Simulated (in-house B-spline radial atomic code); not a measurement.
Zr is squeezed into an impenetrable sphere of radius R (the orbitals vanish at R). Level of theory: Dirac-Kohn-Sham LDA VWN5, spherical fractional occupations, Fermi nucleus of rms radius 4.2694 fm; calculated with a radial B-spline atomic code at the basis-set limit.

Energies in eV above the free atom in [Kr] 4d2 5s2:

```
R (bohr)  highest level (eV)  [Kr] 4d2 5s2  [Kr] 4d2 5s1 5d1  [Kr] 4d2 5s1 5f1
    9.41               -3.56       0.06239             7.504             15.95
    6.95               -2.75        0.8604             11.31             24.77
     4.8                1.46         8.628             27.55              48.7
    4.16                6.49         18.04             42.24             66.54
     3.5                17.6         41.44             73.67             101.5
    3.25                  25         58.52             94.69             123.8
    2.66                58.5         145.3             193.1             224.1
    2.07                 148         429.3             490.9             516.6
    1.63                 326          1122              1188              1191
    1.57                 366          1296              1361              1358
```

Does [Kr] 4d2 5s1 5d1 fall below [Kr] 4d2 5s2 under compression?

No, it stays above over the whole range.

Does [Kr] 4d2 5s1 5f1 fall below [Kr] 4d2 5s2 under compression?

No, it stays above over the whole range.

The highest level is first positive in the row R = 4.8 bohr, pushed up by confinement above the zero of the free ion's potential. Each configuration is held fixed and needn't be the lowest in the sphere.
